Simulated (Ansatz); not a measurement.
Harmonic frequencies (cm⁻¹) at PBE0-D4/def2-TZVP from Ansatz: 78, 83, 102, 126, 243, 258, 367, 453, 545, 559, 590, 721, 730, 779, 795, 1231, 1447, 1450, 1972, 2146, 3074, 3173, 3181, 3462.

(1) Which molecule is it?
A. `[OH][SnH]([F])[F]`
B. `[OH][SnH2][OH]`
C. `[NH2][Sn]([F])([F])[F]`
D. `C#[C][SnH]([CH3])[Cl]`

## Answers

(1) D.
